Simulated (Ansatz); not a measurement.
H3ISi, SMILES `[SiH3]I`, 5 atoms. Total charge 0; spin multiplicity 1. Correlated methods include outer-core shells of I, which these sets cover unevenly. I takes the def2 core potential. All runs use 2 threads of a server CPU on a shared host. Correlated methods freeze the cores. Open-shell runs search over several starts.

(1) Give the basis size and wall time and peak host memory of each of these runs in Ansatz. UKS B2PLYP (frozen core)/def2-TZVPP energy of the cation; direct RPA on PBE orbitals/def2-TZVPP energy; UHF-MP2/def2-QZVPP energy of the cation; RKS ωB97M-V/def2-SVP energy; UKS ωB97M-V/def2-TZVPP energy of the cation; UKS PBE0-D4/def2-TZVPP energy of the cation; UKS PBE-D4/def2-TZVPP energy of the cation; UKS B3LYP-D4/def2-TZVPP energy of the cation; RKS BHLYP-D4/def2-TZVPP energy; RHF-CCSD(T)/def2-SVP energy; RHF-MP2/def2-QZVPP energy; RKS B3LYP-D4/def2-TZVPP energy and forces. (An estimate is asked.)

Results:

(1) Ansatz gave: Other jobs shared the machine, so times are rough.

```json
{"level": "RHF-CCSD(T)/def2-SVP", "job": "energy", "functions": "59", "wall time": "1.1 s", "peak host memory (GiB)": "0.15"}
{"level": "RKS BHLYP-D4/def2-TZVPP", "job": "energy", "functions": "134", "wall time": "1.6 s", "peak host memory (GiB)": "0.24"}
{"level": "RKS B3LYP-D4/def2-TZVPP", "job": "energy and forces", "functions": "134", "wall time": "1.8 s", "peak host memory (GiB)": "0.24"}
{"level": "direct RPA on PBE orbitals/def2-TZVPP", "job": "energy", "functions": "134", "wall time": "2.4 s", "peak host memory (GiB)": "0.23"}
{"level": "RKS ωB97M-V/def2-SVP", "job": "energy", "functions": "59", "wall time": "3.3 s", "peak host memory (GiB)": "0.18"}
{"level": "RHF-MP2/def2-QZVPP", "job": "energy", "functions": "242", "wall time": "6.5 s", "peak host memory (GiB)": "0.62"}
{"level": "UKS PBE-D4/def2-TZVPP", "job": "energy of the cation", "functions": "134", "wall time": "39 s", "peak host memory (GiB)": "0.29"}
{"level": "UKS PBE0-D4/def2-TZVPP", "job": "energy of the cation", "functions": "134", "wall time": "49 s", "peak host memory (GiB)": "0.43"}
{"level": "UKS B3LYP-D4/def2-TZVPP", "job": "energy of the cation", "functions": "134", "wall time": "49 s", "peak host memory (GiB)": "0.41"}
{"level": "UKS B2PLYP (frozen core)/def2-TZVPP", "job": "energy of the cation", "functions": "134", "wall time": "83 s", "peak host memory (GiB)": "0.41"}
{"level": "UKS ωB97M-V/def2-TZVPP", "job": "energy of the cation", "functions": "134", "wall time": "110 s", "peak host memory (GiB)": "0.58"}
{"level": "UHF-MP2/def2-QZVPP", "job": "energy of the cation", "functions": "242", "wall time": "2.6 min", "peak host memory (GiB)": "0.83"}
```

B3LYP here is the variant with VWN-RPA as its local correlation; programs differ in this.
